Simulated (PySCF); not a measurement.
Write Cartesian coordinates for InChI=1S/C5H6OS/c7-4-5-2-1-3-6-5/h1-3,7H,4H2 as optimised with PBE0-D3(BJ)/def2-SVP.

```xyz
13
C5H6OS angstrom
S      2.718    0.764    0.555
C      1.700   -0.543   -0.231
C      0.243   -0.322   -0.125
C     -0.749   -0.909    0.608
C     -1.954   -0.210    0.284
C     -1.599    0.746   -0.618
O     -0.274    0.683   -0.871
H      2.273    1.765   -0.234
H      1.967   -1.470    0.294
H      2.007   -0.654   -1.282
H     -0.629   -1.739    1.301
H     -2.953   -0.397    0.672
H     -2.154    1.512   -1.153
```

Orientation and origin are arbitrary. Atoms count from 1 in this order. The 4 C–C bonds span 1.362 Å (C5–C6, aromatic) to 1.478 Å (C2–C3, drawn single), a spread of 0.116 Å. The 5-membered ring C3–C4–C5–C6–O7 has internal angles of 105.9° to 110.3° (sum 540°, against 540° for a flat polygon); it is planar, 0.00 Å rms from its mean plane, widest ring torsion 0°. Of the pairs four or more bonds apart, O7···H8 is among the closest relative to their van der Waals radii: 2.84 Å, 104 % of the sum of Bondi's values.

Bonds between heavy atoms (Å): S1–C2 1.833, C2–C3 1.478, C3–C4 1.366, C4–C5 1.430, C5–C6 1.362, C6–O7 1.350, C3–O7 1.354.

Method used: PySCF, PBE0-D3(BJ)/def2-SVP geometry optimisation, gas phase.

Point group: C1 (no symmetry element, even within 0.4 Å). No PBE0-D3(BJ)/def2-SVP frequencies stand behind this structure, so it isn't proved a minimum. The numbers are those of one conformer (H–S1–C2–C3 -61°, S1–C2–C3–C4 -107°).
